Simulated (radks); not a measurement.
Problem. Coherent X-ray form factor from a spherical all-electron density. Calculated with a radial shooting solver on a logarithmic mesh with Libxc functionals: scalar-relativistic Kohn-Sham, PBEsol, spin-polarised, spherical densities, point nucleus.

sin(theta)/lambda (1/angstrom),f0 (electrons)
0.05,80.931
0.1,78.106
0.15,74.325
0.2,70.255
0.25,66.249
0.3,62.438
0.4,55.535
0.5,49.630
0.6,44.657
0.8,36.825
1,30.750
1.25,24.760
1.5,20.380
2,15.435

The species is in the configuration that NIST lists as its ground one. Which atom or ion scatters so?

Solution. The bismuth ion Bi+, [Hg] 6p2. Extrapolating in s^2 from the first two rows gives f0(0) = 81.9, near the electron count 82; among species with that count, the fall with angle is slower the higher Z, and the table is that of Z = 83; from so few rows the species is fixed only to a neighbour or two.
